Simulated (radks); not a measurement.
All-electron atom: Ru IV in [Kr] 4d5. Method: Dirac Kohn-Sham, LDA (Slater exchange, Perdew-Zunger correlation), spin-unpolarised, spherical densities, finite nucleus; open shells are shared between the two j in proportion to 2j + 1; Fermi nuclear charge, rms radius 4.4809 fm; computed with a radial shooting solver on a logarithmic mesh with Libxc functionals. Some entries of the table are withheld. Estimate them.

orbital  occ.  eigenvalue (hartree)  <r^2> (bohr^2)
1s1/2       2             -805.9807        0.001513
2s1/2       2             -117.0154             (1)
2p1/2       2                   (2)         0.01878
2p3/2       4                   (3)         0.02013
3s1/2       2             -21.66364             (4)
3p1/2       2             -18.27817          0.1827
3p3/2       4             -17.46236          0.1925
3d3/2       4             -11.44595          0.1751
3d5/2       6             -11.28678          0.1782
4s1/2       2              -4.08187           1.154
4p1/2       2              -3.05874           1.355
4p3/2       4              -2.92837           1.427
4d3/2       2              -1.38947           2.419
4d5/2       3              -1.37407           2.461
5s1/2       0              -1.06676           7.012
5p1/2       0              -0.82662           9.165
5p3/2       0              -0.80733           9.541
5d3/2       0                   (5)           18.33
5d5/2       0                   (6)           18.52
4f5/2       0                   (7)           18.72
4f7/2       0                   (8)           18.73

Answer. 
(1) 2s1/2 <r^2> (bohr^2): 0.02500
(2) 2p1/2 eigenvalue (hartree): -108.2971
(3) 2p3/2 eigenvalue (hartree): -103.4937
(4) 3s1/2 <r^2> (bohr^2): 0.1863
(5) 5d3/2 eigenvalue (hartree): -0.48100
(6) 5d5/2 eigenvalue (hartree): -0.47859
(7) 4f5/2 eigenvalue (hartree): -0.36151
(8) 4f7/2 eigenvalue (hartree): -0.36144
